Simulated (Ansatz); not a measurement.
CHN (SMILES [C-]#[NH+]), charge 0, multiplicity 1, relaxed at each level with Ansatz (a first-principles code); harmonic frequencies from differences of analytic forces, average atomic masses, frozen cores.

| level | harmonic frequencies (cm⁻¹) | ZPE (eV) | cost over r2SCAN/def2-TZVPP (rough) |
|---|---|---|---|
| r2SCAN/def2-TZVPP | 473 473 2091 3799 | 0.424 | ×1 |
| PBE0/def2-TZVPP | 491 491 2128 3840 | 0.431 | ×0.9 |
| MP2/cc-pVTZ | 503 503 2025 3837 | 0.426 | ×1 |
| CCSD(T)/cc-pVDZ | 450 450 2029 3796 | 0.417 | ×0.8 |
| CCSD(T)/cc-pVTZ | 473 473 2045 3824 | 0.422 | ×9 |
| CCSD(T)/cc-pVQZ | 467 467 2054 3820 | 0.422 | - |
